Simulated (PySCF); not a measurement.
Species: sum formula H5BPO2, charge 1, multiplicity 1. It need not be the lowest isomer of its formula. SMILES: OB(P)[OH2+]
Structure (B3LYP-D3(BJ)/def2-TZVP (Ansatz) minimum search):
```
B
O 1 1.3212
H 2 0.9650 1 120.26
O 1 1.5048 2 106.50 3 -178.92
H 4 0.9707 1 125.10 2 -174.74
H 4 0.9765 5 114.78 1 -174.65
P 1 1.9090 2 135.05 3 -7.37
H 7 1.4145 1 93.72 2 48.69
H 7 1.4171 8 96.05 1 -95.73
```
Charge +1, spin multiplicity 1.

Dispersion corrections to the total energy (kcal/mol) from the dftd3 and dftd4 libraries through PySCF: D3(BJ) without and D4 with the three-body term, each with the damping fitted for the functional named.

```json
[
 {"functional": "PW6B95", "D3(BJ)": "-1.87", "D4": "-2.64"},
 {"functional": "HSE06", "D3(BJ)": "___", "D4": "-2.35"},
 {"functional": "PBE", "D3(BJ)": "-3.69", "D4": "___"},
 {"functional": "BHLYP", "D3(BJ)": "-5.08", "D4": "-3.61"},
 {"functional": "revPBE", "D3(BJ)": "-9.34", "D4": "-9.73"},
 {"functional": "TPSSh", "D3(BJ)": "-4.28", "D4": "___"},
 {"functional": "HF", "D3(BJ)": "-29.56", "D4": "-11.11"}
]
```

Q: Fill in the missing entries.

A: 
- HSE06, D3(BJ): -2.42
- PBE, D4: -3.03
- TPSSh, D4: -3.72
